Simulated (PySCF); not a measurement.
**Computed data sheet: BMe2F, `CB(C)F`**

Compound: BMe2F, C₂H₆BF.
Bonds: B1–C2, B1–C6, B1–F10. Hydrogens: H3, H4, H5 on C2; H7, H8, H9 on C6.

From PBE0-D3(BJ)/def2-SVP geometry optimisation, gas phase (PySCF):

```
Rotational constants A, B, C : 8.826, 7.389, 4.231 GHz
```

**B3LYP/def2-SVPD ground state and vertical TDDFT (core frozen in the response) (PySCF)**

```
Dipole moment                                                     : 1.39 D
HOMO energy                                                       : -8.54 eV
LUMO energy                                                       : -0.24 eV
HOMO–LUMO gap                                                     : 8.30 eV
Lowest singlet excitation                                         : 6.72 eV (184 nm, f = 0.000)
Lowest triplet excitation (Tamm–Dancoff)                          : 6.23 eV
Static isotropic polarisability                                   : 40.7 au
Electronic spatial extent ⟨r²⟩ about the centre of nuclear charge : 325 bohr²
```

From B3LYP/pcSseg-1 ground state and GIAO shieldings, non-relativistic (PySCF):

```
13C chemical shifts (computed TMS as zero) by class         : 6.8 (C2/C6) ppm
1H chemical shifts (computed TMS as zero) by class          : 0.51 (H3/H4/H5/H7/H8/H9) ppm
Isotropic shieldings of nuclei other than C and H, by class : 36 (B1), 178 (F10) ppm
```

**B3LYP/pcJ-1 indirect spin-spin coupling, non-relativistic, gas phase; spin–dipole term left out for some pairs (PySCF)**

```
Largest of the computed one-bond spin–spin couplings (means over like bonds) : 19F–11B -177.4 (F10–B1), 13C–1H +124.6 (C2–H3 and 5 like it), 13C–11B +61.4 (C2–B1 and 1 like it) Hz
```

From delta-SCF UKS SCAN, pcX-2 on the ionised atom, pcseg-1 elsewhere, spin-free X2C (PySCF):

```
Core binding energies : B1s 197.5 (B1), C1s 290.4 (C2/C6), F1s 692.7 (F10) eV
```

Monoisotopic mass (most abundant isotopes): 60.0547 u.

The largest Löwdin shares of the HOMO are 0.23 on B1, 0.22 on C6, 0.22 on C2 and 0.18 on F10. The dipole matches unit charges of opposite sign 0.29 Å apart (1 e·Å = 4.8032 D). The principal polarisabilities are 35.6, 40.4 and 46.2 au; their mean is the isotropic value. No computed singlet falls in the visible range (750 to 380 nm, 1.65 to 3.26 eV); S1 lies 3.46 eV above its blue end. S1 lies 1.58 eV below the HOMO–LUMO gap; its leading configuration is HOMO→LUMO, weight 0.99. The polarisability is 6.04 Å³ as a volume (1 au = 0.148185 Å³), or 1.27 au for each of the 32 electrons.

 NMR classes are plain means over equivalent atoms (diastereotopic ones count apart unless rotation or inversion swaps them), as if these changed places fast; in this geometry the members of some classes differ.

For the NMR shielding job (B3LYP/pcSseg-1), on Arm Neoverse V2, one thread, no GPU, shared host, this took 3.8 s.
